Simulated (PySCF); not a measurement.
# [Bi(H2O)]3+ at several levels of theory

Computed with PySCF 2.14.0 (density fitting, no spin-orbit coupling) at the geometry relaxed with PBE0:

```xyz
4
[Bi(H2O)]3+ (singlet)
Bi    0.0000    0.0000   -0.1115
O     0.0000    0.0000    2.0728
H     0.8059    0.0000    2.6839
H    -0.8059    0.0000    2.6839
```

```tsv
level	basis	state	HOMO (eV)	gap (eV)	charge on Bi1 (e)	dipole about the centre of mass (D)	largest force component (eV/Å)
PBE0	Bi def2-SVP with ECP60, O def2-SVP, H def2-SVP	singlet	-29.39	5.40	2.51	5.82	0.00
TPSSh	the same	singlet	-28.48	4.13	2.49	5.98	0.21
wB97X	the same	singlet	-31.84	10.04	2.52	5.65	0.10
```

Charges are Mulliken's, which hang on the basis. The relaxation used the grid (50, 194), these runs (75, 302) or, all-electron (x2c bases, spin-free X2C Hamiltonian), (99, 590).

Q: What does PBE0 with Bi def2-TZVP with ECP60, O def2-TZVP, H def2-TZVP give here?

A: state singlet, HOMO (eV) -29.37, gap (eV) 5.42, charge on Bi1 (e) 2.49, dipole about the centre of mass (D) 5.91, largest force component (eV/Å) 0.71. Time: 3.4 s on 2 threads of Intel(R) Xeon(R) Platinum 8488C (Sapphire Rapids) (shared host), from free ions and atoms.

In the first row's basis the gap widens with exact exchange: 4.1 to 5.4 eV for TPSSh, PBE0 (a fixed share); 10.0 eV for wB97X (rising or full at long range).
